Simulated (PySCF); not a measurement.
Species: C6H8F2.
Structure used (GFN2-xTB), in Å, numbered top down from 1:
```
atom  x, y, z in Å
C1     0.1325    2.1461   -0.0843
C2     0.3529    0.8497   -0.1204
C3     1.5569   -0.0395    0.0445
C4     0.7122   -1.2280   -0.4561
C5    -0.5386   -0.3320   -0.4278
F6    -1.2172   -0.2546   -1.6346
C7    -1.5896   -0.6728    0.6287
F8    -0.9998   -0.8519    1.8495
H9    -0.8424    2.5589   -0.2813
H10    0.9239    2.8431    0.1324
H11    2.4151    0.2266   -0.5694
H12    1.8758   -0.1370    1.0809
H13    0.9567   -1.5450   -1.4667
H14    0.6676   -2.0928    0.2013
H15   -2.3126    0.1434    0.7255
H16   -2.1011   -1.6053    0.3666
```

The closed-shell SCF was solved with PySCF and density fitting under several settings on one GFN2-xTB geometry (grid level 2 and gas phase unless stated).

| settings | basis functions | SCF cycles | E (Eh) | HOMO (eV) | LUMO (eV) | dipole (D) |
| --- | --- | --- | --- | --- | --- | --- |
| PBE0/pcSseg-1 | 176 | 14 | -432.5684 | -7.67 | -0.40 | 0.54 |
| PBE0/def2-SVPD | 230 | 14 | -432.3195 | -7.72 | -0.52 | 0.67 |
| LC-wPBE/6-31++G**, IEF-PCM chloroform, start guess vsap | 192 | 14 | -432.8510 | -10.29 | 1.25 | 0.70 |
| OPBE/STO-3G, energy threshold 1e-07 Eh | 48 | 8 | -427.3423 | -2.78 | 1.90 | 0.27 |
| PBE0/aug-cc-pVDZ | 256 | 14 | -432.6671 | -7.65 | -0.56 | 0.65 |

Problem. Estimate the rows for these settings: (1) mPW1PW91/aug-cc-pVDZ, IEF-PCM acetonitrile, grid level 1; (2) CAM-B3LYP/6-31G*, fitting basis def2-qzvpp-jkfit.

Solution. 
```tsv
settings	basis functions	SCF cycles	E (Eh)	HOMO (eV)	LUMO (eV)	dipole (D)
mPW1PW91/aug-cc-pVDZ, IEF-PCM acetonitrile, grid level 1	256	10	-433.0422	-7.59	-0.48	0.75
CAM-B3LYP/6-31G*, fitting basis def2-qzvpp-jkfit	128	10	-432.8807	-8.68	1.28	0.51
```

Problem. Over all rows, what range does the HOMO–LUMO gap span?

Solution. From 4.68 eV (OPBE/STO-3G, energy threshold 1e-07 Eh) to 11.54 eV (LC-wPBE/6-31++G**, IEF-PCM chloroform, start guess vsap). The functional of the narrowest has no exact exchange, that of the widest range-separated exact exchange.

Problem. And the dipole moment?

Solution. From 0.27 D (OPBE/STO-3G, energy threshold 1e-07 Eh) to 0.75 D (mPW1PW91/aug-cc-pVDZ, IEF-PCM acetonitrile, grid level 1); the largest is 2.78 times the smallest, and the median is 0.65 D.

Problem. Compare two rows with the functional PBE0: PBE0/aug-cc-pVDZ and PBE0/pcSseg-1. Which energy is lower, and by how much?

Solution. PBE0/aug-cc-pVDZ (256 functions) lies 0.0987 Eh or 62 kcal/mol below PBE0/pcSseg-1 (176 functions).

Cycle counts include a coarse-grid stage where the run had one. All basis functions are spherical, in the Pople sets too. One conformer (not necessarily the lowest) at the GFN2-xTB geometry, without vibrations or thermal averaging.
